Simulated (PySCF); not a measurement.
# One molecule, several mistakes: BClGeH4Si

All numbers below are calculated, not measured. They come from PySCF 2.14.0, an open-source quantum chemistry program, on an isolated molecule that a program drew, which may never have been made. The molecule is BClGeH4Si (charge 0, singlet), drawn as the SMILES string `[SiH][GeH2][BH]Cl`.

Each row is a Hartree-Fock (HF) and frozen-core CCSD(T) single point in the cc-pV(D+d)Z basis, meant for a local HF minimum. Run 1 is clean. Each other run has one planted mistake out of seven kinds, and not every kind appears here: one electron removed, one electron added, multiplicity raised by two, geometry at a saddle point, minimal basis STO-3G, one bond length entered in bohr, all coordinates scaled. The reference is restricted for singlets and unrestricted otherwise, and also for a bond in bohr. Adding or removing an electron swaps singlet and doublet. Electrons count all cores. HOMO and LUMO are orbital energies over both spins, the gradient is its largest component, and the lowest frequency (negative if imaginary) is given only where the gradient is small. Bond lengths are over the 7 bonds as drawn. T1 is the CCSD diagnostic: over 0.02 (restricted) or 0.045 (unrestricted) a single reference is doubtful. Germanium has the cc-pVDZ-PP basis, with a core potential (ECP10MDF) in place of its 10 inner electrons, and its 3s, 3p and 3d shells are frozen in CCSD(T).

Geometry of the clean run:
```xyz
8
BClGeH4Si, angstrom
Si    1.9466    2.0873   -1.1342
Ge    1.8647    0.8945    1.0242
B    -0.0761    0.3231    1.5113
Cl   -1.1429    1.4147    2.4004
H     1.0535    1.0631   -1.8072
H     2.7357   -0.3623    0.8228
H     2.4984    1.7283    2.1465
H    -0.5599   -0.7114    1.1629
```

```
run,electrons,basis functions,<S^2>,HOMO (eV),LUMO (eV),gradient (hartree/bohr),lowest frequency (cm^-1),mean bond (Å),longest bond (Å),T1,HF (hartree),CCSD(T) (hartree),mistake
1,72,103,0.000,-8.58,-0.11,1.2e-05,30,1.7290,2.467,0.0171,-1068.79471,-1069.26814,no fault
2,72,103,0.000,-8.44,0.06,5.0e-02,-,1.6079,2.295,0.0168,-1068.75668,-1069.22891,all coordinates scaled
3,73,103,0.768,-1.97,5.66,2.2e-02,-,1.7290,2.467,0.0224,-1068.83152,-1069.31599,one electron added
4,71,103,0.783,-15.19,-6.65,3.5e-02,-,1.7290,2.467,0.0250,-1068.51629,-1068.96281,one electron removed
5,72,103,2.015,-8.29,-0.40,2.7e-02,-,1.7290,2.467,0.0194,-1068.78085,-1069.23389,?
```

**Which mistake was planted in run 5, and what did it cost?**

Electrons, basis and geometry are unchanged, and <S^2> is 2.015, beside S(S+1) = 2.00 for a multiplicity of 3. So the mistake is: multiplicity raised by two. Subtracting run 1 and multiplying by 627.51 kcal/mol a hartree, the energy moved by 8.7 kcal/mol in HF and 21.5 kcal/mol in CCSD(T).

